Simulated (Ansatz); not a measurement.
Start from `NB[SiH2]N` and change one atom or group to get `C[SiH2]BN`.

Ansatz, PBE0-D4/def2-TZVP geometries, multiplicity 1. Each molecule was computed in one conformer, which needn't be the lowest.

```tsv
property	`NB[SiH2]N`
HOMO energy (B3LYP/def2-TZVPP) / eV	-6.42
LUMO energy (PBE0/def2-TZVPP) / eV	-0.58
HOMO–LUMO gap (ωB97M-V/def2-TZVPP) / eV	10.11
HOMO–LUMO gap (PBE/def2-TZVPP) / eV	3.83
ideal-gas entropy at 298 K and 1 bar (rigid rotor, harmonic PBE0-D4/def2-TZVP) / J/(mol·K)	340
size of the dipole moment (ωB97M-V/def2-TZVPP) / D	2.31
```

Give the same properties after the change, and the shifts. (An estimate is asked.)

Computed: 
| property | `C[SiH2]BN` | shift |
| --- | --- | --- |
| HOMO energy (B3LYP/def2-TZVPP) / eV | -7.38 | -0.96 |
| LUMO energy (PBE0/def2-TZVPP) / eV | -0.46 | 0.12 |
| HOMO–LUMO gap (ωB97M-V/def2-TZVPP) / eV | 11.12 | 1.01 |
| HOMO–LUMO gap (PBE/def2-TZVPP) / eV | 4.94 | 1.11 |
| ideal-gas entropy at 298 K and 1 bar (rigid rotor, harmonic PBE0-D4/def2-TZVP) / J/(mol·K) | 335 | -5 |
| size of the dipole moment (ωB97M-V/def2-TZVPP) / D | 2.00 | -0.31 |

With PBE0 the HOMO falls by 0.93 eV and the LUMO rises by 0.12 eV, so the gap widens by about 1.05 eV. PBE moves the HOMO by -1.02 eV and ωB97M-V by -0.86 eV. The zero-point energy changes by 28.5 kJ/mol with +3 modes. Dipoles are sizes alone; their direction can turn.

B3LYP here is the variant with VWN-RPA as its local correlation; programs differ in this.
